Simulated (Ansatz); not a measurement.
`CC(C)(O)[SiH3]` → `C[SiH](C)CO`  (isomerisation)

Computed with Ansatz on PBE0-D4/def2-TZVP structures; ΔE is electronic, products minus reactants. CCSD(T)/CBS adds triple-zeta CCSD(T) − MP2 to the extrapolated MP2 energy (def2 sets, frozen cores). DFT in def2-TZVPP. Each species was taken in one conformer, which may not be the lowest.

`CC(C)(O)[SiH3]`:

Z-matrix (Å, degrees):
```
C
C 1 1.522
H 1 1.092 2 111.1
H 1 1.098 2 110.0 3 119.5
H 1 1.093 2 111.6 3 -121.3
C 2 1.522 1 110.8 3 -177.9
O 2 1.428 1 110.2 3 -55.6
Si 2 1.905 1 110.7 3 58.9
H 6 1.093 2 111.6 1 -60.9
H 6 1.097 2 110.0 1 58.3
H 6 1.092 2 111.1 1 177.8
H 7 0.964 2 108.1 1 -61.3
H 8 1.490 2 108.9 1 61.5
H 8 1.486 2 110.1 1 -179.1
H 8 1.486 2 110.1 1 -57.8
```

`C[SiH](C)CO`:

Z-matrix (Å, degrees):
```
C
Si 1 1.876
H 1 1.094 2 111.7
H 1 1.093 2 110.7 3 -119.1
H 1 1.094 2 111.3 3 121.2
C 2 1.873 1 111.0 3 177.8
C 2 1.894 1 108.9 3 -61.3
H 2 1.491 1 108.7 3 57.1
H 6 1.093 2 111.2 1 179.5
H 6 1.093 2 111.0 1 -60.6
H 6 1.093 2 111.1 1 59.3
O 7 1.425 2 113.5 1 53.1
H 7 1.094 2 109.5 1 171.4
H 7 1.101 2 110.3 1 -72.4
H 12 0.960 7 108.3 2 -57.1
```

```tsv
level	ΔE (kcal/mol)
r2SCAN	-16.2
CCSD(T)/def2-TZVPP	-13.8
```

(1) What does CCSD(T)/CBS give? (Estimate.)

Largest T1 diagnostic among the species: 0.010.

## Answers

(1) Ansatz gave: -14.4 kcal/mol. The listed levels differ from it by -1.8, 0.6 kcal/mol.

The D4 term adds +1.1 kcal/mol with B3LYP and +0.5 kcal/mol with PBE0; it sums over pairs of atoms, weighted by their polarisabilities, and B3LYP, whose exchange is more repulsive, gets the larger term.

CCSD(T)/CBS has its own doubt, a few kJ/mol and more with outer-core shells, so smaller differences from it don't rank the levels.

B3LYP here is the variant with VWN-RPA as its local correlation; programs differ in this.
